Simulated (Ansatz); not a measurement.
PdBr2, relaxed as a singlet with RKS r2SCAN-D4/def2-TZVP in Ansatz, starting from the GFN2-xTB geometry. Force threshold 0.02 eV/Å.

In the def2 sets Pd takes a core potential; there is no spin–orbit coupling. An occupied level lies above an empty one. Another isomer (triplet) lies 0.69 eV lower at PBE0-D4/def2-TZVP; other spin states weren't run for this one.

Start:

```tsv
atom	x (Å)	y (Å)	z (Å)
Pd1	0.0005	0.0008	0.0017
Br2	0.6029	1.9119	-1.0378
Br3	-0.6034	-1.9127	1.0360
```

```
step   energy (eV)  largest force component (eV/Å)  SCF passes
   1  -143574.2008                           0.804          64
   2  -143574.2938                           0.080          40
   3  -143574.2949                           0.004          28
```

Force components are those of the run's own axes.

End:

```xyz
3

Pd    0.001    0.001    0.002
Br    0.626    1.984   -1.077
Br   -0.626   -1.985    1.075
```

By distances, no bond broke or formed. The bond that changes most is Pd1–Br2, from 2.26 to 2.34 Å (atoms count from 1).

No frequencies were taken in this run, so the end may be a saddle point.

It took 14 s on 2 threads of Intel Xeon Platinum 8488C on a shared host.
